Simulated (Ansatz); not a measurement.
Energy difference R1 + R2 → P1 + P2, each structure at its B3LYP-D3(BJ)/def2-TZVP stationary point, reached from a drawn start (curvature not checked).
R1, CH3 (SMILES [CH3]) (charge 0, multiplicity 2, Z-matrix in Å and degrees):
```
C
H 1 1.0789
H 1 1.0789 2 120.00
H 1 1.0789 2 120.00 3 -180.00
```
P1, CH4 (SMILES C) (charge 0, multiplicity 1):
```xyz
5

C      0.0000     0.0000     0.0000
H     -0.7115    -0.2840    -0.7743
H      0.1159     1.0830     0.0070
H     -0.3674    -0.3321     0.9701
H      0.9629    -0.4669    -0.2028
```
R2, H2 (SMILES [H][H]) (charge 0, multiplicity 1):
```
atom   x (Å)   y (Å)    z (Å)
----  ------  ------  -------
H     0.0000  0.0000   0.3720
H     0.0000  0.0000  -0.3720
```
P2: H atom, charge 0, multiplicity 2.

P less R. No zero-point or thermal terms; singlets are restricted closed shells; open shells are unrestricted.

Frozen-core correlation throughout.

Run with Ansatz (Gaussian basis) for Hartree–Fock, density functionals and correlated methods. Each number belongs to the level named beside it.

What is the computed reaction energy (CAM-B3LYP/def2-TZVPPD)?

-10 kJ/mol

Estimate the reaction energy that SVWN5/def2-TZVPPD returns for this input.

-42 kJ/mol

Give the reaction energy at the level CCSD(T)/aug-cc-pVQZ.

-12 kJ/mol

Ansatz is a quantum-chemistry and plane-wave program.
